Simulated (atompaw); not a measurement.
**Ag: variants of one PAW (atompaw) potential**

Base potential:

```json
{
 "Element": "Ag (Z = 47)",
 "Generator": "atompaw 4.2.0.5",
 "Type": "PAW",
 "Functional": "PBE",
 "Relativity": "scalar-relativistic",
 "Frozen core": "[Ar] 3d10",
 "Valence charge": "19",
 "Reference configuration": "4s2 4p6 4d10 5s1 5p0",
 "Partial waves": "4s (bound): rc 1.55 bohr; 5s (bound): rc 1.55 bohr; 4p (bound): rc 1.40 bohr; 5p (bound, empty): rc 1.55 bohr; 4d (bound): rc 1.55 bohr; 4d channel at 0.2 Ry: rc 1.55 bohr",
 "Local potential": "bessel scheme, radius 1.45 bohr",
 "Core correction": "smooth core density matched at 1.30 bohr",
 "Augmentation charge": "sinc compensation charge, radius 1.25 bohr; PAW radius 1.55 bohr; waves and projectors: modrrkj vanderbiltortho"
}
```

All-electron outer shells of the reference configuration (PBE, scalar-relativistic, ld1.x):

```tsv
shell	level (eV)	outermost node (bohr)	outermost maximum (bohr)
3p	-557.49	0.15	0.32
3d	-358.48	–	0.27
4s	-95.05	0.44	0.82
4p	-58.57	0.44	0.87
4d	-7.44	0.43	1.04
5s	-4.40	1.11	2.49
5p	-0.74	1.25	3.86
```

Cutoffs, loose and tight: the cutoffs (Ry, on a coarse ladder) from which the occupation-weighted sum of valence levels, in a spherical-Bessel basis at the reference potential, stays within 10 and 1 mRy of its value at 400 Ry. They see the waves, projectors and local potential, not the compensation charge or the core. A dash means not determined.

A true bound ghost makes a file unfit for plane-wave use even where its test errors are small: the radial tests pick states by their node count and pass the ghost by.

```csv
change,outcome,"cutoff, loose","cutoff, tight",bound ghosts
base,generated,50 Ry,100 Ry,none
wave 4s (bound): rc 1.55 bohr becomes 4s (bound): rc 1.22 bohr,generated,50 Ry,100 Ry,none
"augmentation sinc compensation charge, radius 1.18 bohr; PAW radius 1.55 bohr; waves and projectors: modrrkj vanderbiltortho",generated,50 Ry,100 Ry,none
"core [Kr], valence charge 11; reference 4d10 5s1 5p0; waves now 5s (bound): rc 2.55 bohr; 5s channel at 1.95 Ry: rc 2.55 bohr; 5p (bound): rc 2.55 bohr; 5p channel at 2.3 Ry: rc 2.55 bohr; 4d (bound): rc 2.55 bohr; 4d channel at 3.25 Ry: rc 2.25 bohr; local potential bessel scheme, radius 2.30 bohr; core correction smooth core density matched at 1.50 bohr; augmentation sinc compensation charge, radius 2.25 bohr; PAW radius 2.55 bohr; waves and projectors: modrrkj vanderbiltortho",generated,15 Ry,25 Ry,none
"augmentation sinc compensation charge, radius 1.25 bohr; PAW radius 1.55 bohr; waves and projectors: custom rrkj vanderbiltortho",generated,60 Ry,110 Ry,none
wave 4d channel at 0.2 Ry: rc 1.55 bohr becomes 4d channel at 5.11 Ry: rc 1.55 bohr,generated,60 Ry,100 Ry,none
"all radii scaled by about 1.23 (s 1.90, p 1.72, d 1.90 bohr); local potential bessel scheme, radius 1.78 bohr; augmentation sinc compensation charge, radius 1.54 bohr; PAW radius 1.90 bohr; waves and projectors: modrrkj vanderbiltortho; core correction smooth core density matched at 1.60 bohr",generated,40 Ry,70 Ry,none
core correction smooth core density matched at 1.10 bohr,generated,50 Ry,100 Ry,none
"augmentation gaussian compensation charge, radius 1.25 bohr; PAW radius 1.55 bohr; waves and projectors: modrrkj vanderbiltortho",generated,50 Ry,100 Ry,none
```

Q: What comes out with this change to the base: wave 5s (bound): rc 1.55 bohr becomes 5s (bound): rc 0.98 bohr?

A: outcome: generated; cutoff, loose: 90 Ry; cutoff, tight: 110 Ry; bound ghosts: s.
